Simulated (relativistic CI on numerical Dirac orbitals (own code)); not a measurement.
Radial parameters of S²⁺

Calculated at this level of theory: Dirac-Coulomb-Breit CI, orbitals from a KLI potential per configuration, model QED, valence Slater integrals scaled by 0.85, P86 correlation energy added to each configuration (own radial code, finite nucleus).

Slater integrals F^k, G^k are unscaled and averaged over j, outside the closed core [Ne]; ζ comes from projecting the Hamiltonian with its Breit term on Σ l·s of the shell.

- 3s2 3p2: F^2(3p,3p) = 56666, ζ(3p) = 554.88 cm⁻¹; <r>(3p) = 1.781, <r^2>(3p) = 3.689 (bohr units).
- 3s 3p3: F^2(3p,3p) = 56892, G^1(3s,3p) = 78468, ζ(3p) = 555.53 cm⁻¹; <r>(3s) = 1.582, <r^2>(3s) = 2.872, <r>(3p) = 1.774, <r^2>(3p) = 3.659 (bohr units).
- 3s2 3p 3d: ζ(3p) = 589.48, F^2(3p,3d) = 45510, G^1(3p,3d) = 57082, G^3(3p,3d) = 34172, ζ(3d) = -0.91288 cm⁻¹; <r>(3p) = 1.764, <r^2>(3p) = 3.623, <r>(3d) = 2.368, <r^2>(3d) = 6.742 (bohr units).

In this model ζ of a weakly bound d, f or g electron outside closed shells comes out too small, for d by up to a factor of two or three and at times with the wrong sign; that of an outer p electron is too small as well.

For a near-neutral ion this model can misplace configurations by up to about 10,000 cm⁻¹ (more where the count of f electrons changes) and terms by 10 to 25 % of their spread. Rates follow the energies as ν³ (E1, M1) or ν⁵ (E2), so they and the lifetimes can be off by large factors. The fine structure of a lone outer electron comes out too small, for d and f at times inverted, and misplaced configurations move strength between like terms. 51 of the 56 excited levels that our extract of the measured tables holds in this range could be paired (the sources list more); they are missed by 9927 cm⁻¹ on average and 15973 at most, and levels without a partner can miss by more.

Averages of the first 10 configurations, taken without configuration mixing, which lowers the lowest level and can move excited configurations by several eV; other configurations of the list can lie among them:

| Configuration | Parity | States | Average energy above the lowest level (eV) |
| --- | --- | --- | --- |
| 3s2 3p2 | even | 15 | 2.1 |
| 3s 3p3 | odd | 40 | 14.1 |
| 3s2 3p 3d | odd | 60 | 18.3 |
| 3p4 | even | 15 | 28.9 |
| 3s 3p2 3d | even | 300 | 29.3 |
| 3s2 3p 4s | odd | 12 | 19.7 |
| 3s2 3p 4p | even | 36 | 22.9 |
| 3s2 3p 4d | odd | 60 | 27.0 |
| 3s2 3p 5s | odd | 12 | 27.5 |
| 3s2 3p 4f | even | 84 | 28.8 |
